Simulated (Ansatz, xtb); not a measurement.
Two isomers of C3H7BrGe

Structure I: `[GeH3][C@@H]1C[C@@H]1Br`, a singlet. Structure II: `[GeH3][C@@H]1C[C@H]1Br`, a singlet. Both are isolated molecules in the gas phase, relaxed with r2SCAN-D4/def2-SVP.

Energies in hartree; the thermal terms are from GFN2-xTB frequencies at re-optimised GFN2-xTB minima (ideal gas, soft modes damped towards free rotors, one conformer each, 298.15 K, 1 atm) and include the zero-point energy:

|  | I | II |
| --- | --- | --- |
| E, CCSD(T)/def2-SVP | −4765.700664 | −4765.700329 |
| E, MP2/def2-SVP | −4765.635261 | −4765.634924 |
| E, MP2/def2-TZVPP | −4766.504057 | −4766.504178 |
| zero-point energy | 0.082874 | 0.082337 |
| H(298 K) − E | 0.090684 | 0.090521 |
| G(298 K) − E | 0.050249 | 0.048761 |

Problem. Correct the CCSD(T) difference for the basis set by the MP2 change, then work out ΔE, ΔE₀, ΔH and ΔG for I → II in kcal/mol (1 Eh = 627.51 kcal/mol) and the equilibrium ratio [II]/[I].

Solution. 1. Differences II − I: CCSD(T) +0.000335, MP2 in the small set +0.000337, MP2 in the large set −0.000121 Eh.
2. ΔE = +0.000335 + (−0.000121 − (+0.000337)) = −0.000123 Eh = −0.08 kcal/mol.
3. ΔE₀ = ΔE + ΔZPE = −0.000123 + (−0.000537) Eh = −0.41 kcal/mol.
4. ΔH = ΔE + (−0.000163) Eh = −0.18 kcal/mol.
5. ΔG = ΔE + (−0.001488) Eh = −1.01 kcal/mol, so ΔS = (ΔH − ΔG)/T = +11.7 J/(mol K).
6. kT = 0.9442 mEh, so K = [II]/[I] = exp(−ΔG/kT) = exp(+1.71) ≈ 5.5.

The sums favour II, but ΔE leans on the basis-set step (CCSD(T) alone has the other sign or is under 1 kcal/mol), so the order isn't settled. An error of 1 kcal/mol in ΔG would change K by a factor of 5.4. Mirror images and further conformers aren't counted.

As drawn, both hold the same kinds of bond in the same numbers.

Other levels gave ΔE = +1.8 (GFN2-xTB); −1.5 (HF/STO-3G, GFN2-xTB geometries); −0.8 (r2SCAN-D4/def2-SVP//GFN2-xTB); +0.2 (r2SCAN-D4/def2-SVP); −0.4 (HF/def2-SVP); +0.2 (MP2/def2-SVP); +0.2 (CCSD(T)/def2-SVP) kcal/mol. The correlated steps freeze 21 core orbitals; the filled d shell of Br and Ge is correlated, in a basis made for valence electrons. Programs: Ansatz 0.2.0, xtb 6.7.1.
